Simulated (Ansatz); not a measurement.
A search over several starts for the lowest SCF solution of the cluster As₂P at the given spin, in a small basis.

```yaml
crystal:
  periodic: [false, false, false]
  atoms:
    - {symbol: P, position_ang: [0.816979, -0.710693, 0.537066]}
    - {symbol: As, position_ang: [-0.072979, 1.322322, 0.501054]}
    - {symbol: As, position_ang: [-0.744000, -0.611630, -1.038120]}
basis:
  gaussian: {orbitals: def2-SVP, initial_orbitals: start.molden}
magnetization: {spin_polarized: true, initial_magnetization: 3}
hamiltonian: {xc: pbe0, dispersion: d4}
output: {orbitals: {seedname: orbitals}}
```

The file start.molden holds the orbitals of an earlier run on this structure, at another level or in another basis.

```sh
$ ansatz run in.yaml --threads 4 --pin off --events-out ev --progress --plain --max-ram 3916MiB
```

It prints (some lines left out):

```
Functional definition: PBE0
790 factors; integrals over basis functions are off by at most 8.2e-4 eV
mean field evaluation 1: about -130933.4487 eV, gradient 3.6e0 eV
mean field evaluation 2: about -130933.4937 eV, gradient 5.3e-2 eV
mean field evaluation 4: about -130933.5111 eV, gradient 1.0e-4 eV
mean field evaluation 8: about -130933.1254 eV, gradient 8.7e0 eV
mean field evaluation 16: about -130933.5111 eV, gradient 2.5e-2 eV
mean field evaluation 32: about -130933.1361 eV, gradient 2.8e0 eV
mean field -130933.51108267 eV, -4811.7177823668 hartree, gradient 1.3e-5 eV, S^2 3.764179; 4 other end points of the search recorded, 0 dependent functions left out
reference -130933.51110020 eV, -4811.7177830111 hartree; 42, 39 occupied and 40, 43 virtual orbitals, 790 factors
Total energy: -130933.62950127 eV, -4811.7221341699 hartree
```

Hardware: 4 threads of Arm Neoverse V2 on a shared host. Wall time 2.3 s.

At PBE0-D4/def2-TZVP a doublet of charge 0 lies 1.78 eV below the quartet, each at its own geometry. The structure comes from a short search, and lower isomers may exist.
